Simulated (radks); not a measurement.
The numbers below are computed, except where a source is named.
Question: Radial electron density D(r) = 4 pi r^2 rho(r) of an atom or ion with 10 electrons. Level of theory: non-relativistic Kohn-Sham, LB94 model potential, spin-polarised, spherical densities, point nucleus (a radial shooting solver on a logarithmic mesh with Libxc functionals).

r (bohr)  D(r) (e/bohr)
0.001585          4.306
0.001921          6.064
0.002327          8.465
0.00282           11.69
0.003417          15.94
0.00414           21.41
0.005016          28.20
0.006078          36.32
0.007364          45.52
0.008923          55.21
0.01081           64.42
0.0131            71.82
0.01587           76.04
0.01939           76.12
0.02349           72.43
0.02846           67.18
0.03449           63.87
0.04179           65.77
0.05063           73.44
0.06135           82.97
0.07434           87.05
0.09007           79.43
0.1091            60.07
0.1322            36.04
0.1602            16.36
0.1942            5.309
0.2352            1.149
0.285            0.1528
0.3454          0.01127

What is the nuclear charge?

Answer: Z = 62. The innermost maximum, from 1s, lies near 1/Z = 0.0161 bohr (found: 0.0176), and its height grows with Z. The density is that of the samarium ion Sm52+ in [Ne]; the configuration itself is not fixed sharply by these data, and Z only to a few units. D(r) has 2 maxima, at r = 0.0176, 0.0732 bohr, and minima at 0.0359 bohr, inside which lie 2.10 electrons.
